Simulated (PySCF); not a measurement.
Gas-phase reaction: 3 SnHCl + 2 Cl → SnH3Cl + 2 SnCl2

Energies from PySCF, thermal terms from the rigid-rotor harmonic-oscillator model, ideal gas at 1 bar. † marks an energy on the PBE0/def2-TZVP geometry and frequencies. CCSD(T) freezes the core. Open shells (unrestricted): Cl (multiplicity 2); the rest are closed-shell singlets. Spin-orbit splitting is ignored; it lowers the true energy and changes the entropy of Cl. B3LYP is the form with VWN-RPA correlation. Sn: scalar-relativistic def2 core potential, no spin-orbit coupling. SnHCl, SnH3Cl: computed as isolated molecules; such fragments, hydroxides, amides, oligomers or adducts are transient or little studied in the gas. CCSD(T) isn't extrapolated to the basis-set limit.

| level | ΔH°(298 K), kJ |
|---|---|
| B3LYP/def2-TZVP† | -697 |
| CCSD(T)/def2-SVP† | ___ |
| PBE/def2-TZVP† | ___ |
| PBE0/def2-QZVP† | -743 |
| PBE0/def2-SVP† | ___ |
| ωB97M-V/def2-TZVP† | -746 |

Task: What belongs in the gaps?

Result: 
- CCSD(T)/def2-SVP†, ΔH°(298 K), kJ: -667
- PBE/def2-TZVP†, ΔH°(298 K), kJ: -746
- PBE0/def2-SVP†, ΔH°(298 K), kJ: -730
